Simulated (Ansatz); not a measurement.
`N[Si](F)([SiH3])Cl` + `O[Si](Cl)(Cl)Cl` → `[SiH3]O[Si](Cl)(Cl)Cl` + `N[SiH](F)Cl`  (cleavage of the Si–Si bond)

Gas-phase electronic energies from Ansatz, PBE0-D4/def2-TZVP geometries. CBS: MP2 limit from def2 TZ/QZ plus the TZ coupled-cluster correction, frozen cores. Functionals use def2-TZVPP. One conformer a species, not always the lowest.

`N[Si](F)([SiH3])Cl`:

Z-matrix (Å, degrees):
```
Si
F 1 1.595
Si 1 2.334 2 112.4
N 1 1.695 2 106.2 3 -122.3
Cl 1 2.065 2 104.3 3 116.5
H 3 1.486 1 110.6 2 -53.7
H 3 1.488 1 108.2 2 -173.0
H 3 1.484 1 109.8 2 67.8
H 4 1.009 1 120.6 2 -44.5
H 4 1.007 1 120.3 2 168.3
```

`O[Si](Cl)(Cl)Cl`:

Z-matrix (Å, degrees):
```
Si
Cl 1 2.031
Cl 1 2.031 2 107.8
O 1 1.617 2 111.3 3 122.3
Cl 1 2.017 2 109.9 3 -119.8
H 4 0.960 1 118.4 2 -60.4
```

`[SiH3]O[Si](Cl)(Cl)Cl`:

Z-matrix (Å, degrees):
```
Si
O 1 1.650
H 1 1.483 2 109.2
H 1 1.483 2 109.2 3 -120.5
H 1 1.480 2 107.3 3 119.8
Si 2 1.598 1 149.1 3 60.3
Cl 6 2.022 2 109.0 1 -180.0
Cl 6 2.029 2 110.2 1 -60.0
Cl 6 2.028 2 110.2 1 60.0
```

`N[SiH](F)Cl`:

Cartesian coordinates in Å:
```
N -0.670 -0.160 -0.822
Si 0.475 0.113 0.384
F 0.897 -1.187 1.203
Cl -0.343 1.389 1.748
H -1.654 -0.223 -0.624
H -0.423 -0.588 -1.699
H 1.717 0.656 -0.190
```

(1) Is it downhill or uphill in electronic energy at CCSD(T)/CBS, and by how much? (Best estimate.)

(2) What do these levels give: PBE-D4, PBE0-D4, ωB97X-V, r2SCAN, PBE0, MP2/def2-TZVPP, SCS-MP2/def2-TZVPP, CCSD/def2-TZVPP, CCSD(T)/def2-TZVPP, HF/def2-QZVPP, SCS-MP2/def2-QZVPP, MP2/CBS(def2)? (Best estimate.)

Largest T1 diagnostic among the species: 0.011.

Answers

(1) The calculation gave: Downhill: ΔE = -27.6 kcal/mol.

(2) The calculation gave: PBE-D4 -20.1, PBE0-D4 -22.8, ωB97X-V -26.6, r2SCAN -25.0, PBE0 -22.7, MP2/def2-TZVPP -29.6, SCS-MP2/def2-TZVPP -30.7, CCSD/def2-TZVPP -28.8, CCSD(T)/def2-TZVPP -27.7, HF/def2-QZVPP -35.0, SCS-MP2/def2-QZVPP -30.8, MP2/CBS(def2) -29.4 kcal/mol.

In def2-TZVPP, CCSD(T) changes the Hartree–Fock value by +6.5 kcal/mol (the triples alone add +1.0 kcal/mol) and MP2 by +4.7 kcal/mol. From PBE to PBE0 (25 % exact exchange), in def2-TZVPP and without D4, ΔE moves by −2.6 kcal/mol.
